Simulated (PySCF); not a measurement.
## Frontier levels across methods

Species: C₃H₉BS.
Cartesian coordinates in Å at the PBE0-D3(BJ)/def2-SVP level; atoms count from 1:
```xyz
14
C3H9BS angstrom
B      3.1178    0.0168   -0.0608
S      1.7251   -0.4202   -1.0384
C      0.2699   -0.0936    0.0217
C     -1.0122   -0.1317   -0.7926
C     -2.2414    0.1488    0.0574
H      2.9838    0.4449    1.0595
H      4.1956   -0.1359   -0.5777
H      0.2510   -0.8563    0.8154
H      0.4058    0.8870    0.5016
H     -0.9420    0.6032   -1.6124
H     -1.1053   -1.1190   -1.2763
H     -2.1858    1.1439    0.5269
H     -2.3494   -0.5929    0.8649
H     -3.1597    0.1174   -0.5477
```

Basis pcSseg-1 throughout (PySCF), one geometry. The structure is a single PBE0-D3(BJ)/def2-SVP conformer in the gas phase; no vibrational or solvent corrections.

How do the orbital energies, the gap and the dipole change with the method?

```json
{"method": "BLYP", "kind": "GGA", "HOMO (eV)": "-6.49", "LUMO (eV)": "-1.83", "gap (eV)": "4.65", "μ (D)": "2.01", "SCF cycles": "14"}
{"method": "B97-D", "kind": "GGA", "HOMO (eV)": "-6.60", "LUMO (eV)": "-1.83", "gap (eV)": "4.77", "μ (D)": "2.02", "SCF cycles": "14"}
{"method": "OPBE", "kind": "GGA", "HOMO (eV)": "-6.66", "LUMO (eV)": "-1.89", "gap (eV)": "4.77", "μ (D)": "2.09", "SCF cycles": "15"}
{"method": "PBE", "kind": "GGA", "HOMO (eV)": "-6.68", "LUMO (eV)": "-2.01", "gap (eV)": "4.66", "μ (D)": "2.07", "SCF cycles": "14"}
{"method": "KT3", "kind": "GGA", "HOMO (eV)": "-6.71", "LUMO (eV)": "-1.92", "gap (eV)": "4.78", "μ (D)": "1.99", "SCF cycles": "14"}
{"method": "KT2", "kind": "GGA", "HOMO (eV)": "-6.73", "LUMO (eV)": "-2.00", "gap (eV)": "4.73", "μ (D)": "2.03", "SCF cycles": "15"}
{"method": "BP86", "kind": "GGA", "HOMO (eV)": "-6.77", "LUMO (eV)": "-2.08", "gap (eV)": "4.70", "μ (D)": "2.07", "SCF cycles": "14"}
{"method": "LDA", "kind": "LDA", "HOMO (eV)": "-6.82", "LUMO (eV)": "-2.25", "gap (eV)": "4.56", "μ (D)": "2.12", "SCF cycles": "14"}
{"method": "B97-2", "kind": "global hybrid", "HOMO (eV)": "-7.54", "LUMO (eV)": "-1.08", "gap (eV)": "6.46", "μ (D)": "1.99", "SCF cycles": "12"}
{"method": "B3LYP", "kind": "global hybrid", "HOMO (eV)": "-7.55", "LUMO (eV)": "-1.27", "gap (eV)": "6.27", "μ (D)": "1.96", "SCF cycles": "12"}
{"method": "PBE0", "kind": "global hybrid", "HOMO (eV)": "-7.80", "LUMO (eV)": "-1.10", "gap (eV)": "6.70", "μ (D)": "2.00", "SCF cycles": "12"}
{"method": "mPW1PW91", "kind": "global hybrid", "HOMO (eV)": "-7.81", "LUMO (eV)": "-1.09", "gap (eV)": "6.73", "μ (D)": "1.99", "SCF cycles": "12"}
{"method": "BHandHLYP", "kind": "global hybrid", "HOMO (eV)": "-8.75", "LUMO (eV)": "-0.07", "gap (eV)": "8.68", "μ (D)": "1.90", "SCF cycles": "12"}
{"method": "CAM-B3LYP", "kind": "range-separated hybrid", "HOMO (eV)": "-9.07", "LUMO (eV)": "0.02", "gap (eV)": "9.08", "μ (D)": "1.92", "SCF cycles": "12"}
{"method": "wB97X-D", "kind": "range-separated hybrid", "HOMO (eV)": "-9.63", "LUMO (eV)": "0.74", "gap (eV)": "10.37", "μ (D)": "1.95", "SCF cycles": "12"}
{"method": "HF", "kind": "Hartree–Fock", "HOMO (eV)": "-10.28", "LUMO (eV)": "2.36", "gap (eV)": "12.64", "μ (D)": "1.87", "SCF cycles": "10"}
{"method": "LC-wPBE", "kind": "range-separated hybrid", "HOMO (eV)": "-10.46", "LUMO (eV)": "1.12", "gap (eV)": "11.58", "μ (D)": "1.93", "SCF cycles": "13"}
```

The HOMO spans 3.97 eV, from BLYP down to LC-wPBE, and the gap runs from 4.56 eV (LDA) to 12.64 eV (HF). Over the methods BLYP (0 %), B97-D (0 %), OPBE (0 %), PBE (0 %), KT3 (0 %), KT2 (0 %), BP86 (0 %), LDA (0 %), B97-2 (21 %), B3LYP (20 %), PBE0 (25 %), mPW1PW91 (25 %), BHandHLYP (50 %), HF (100 %), a straight line through the gap against the share of exact exchange rises by 0.79 eV for each 10 % (correlation coefficient 1.000). The dipole ranges from 1.87 D (HF) to 2.12 D (LDA). This basis has no diffuse functions.
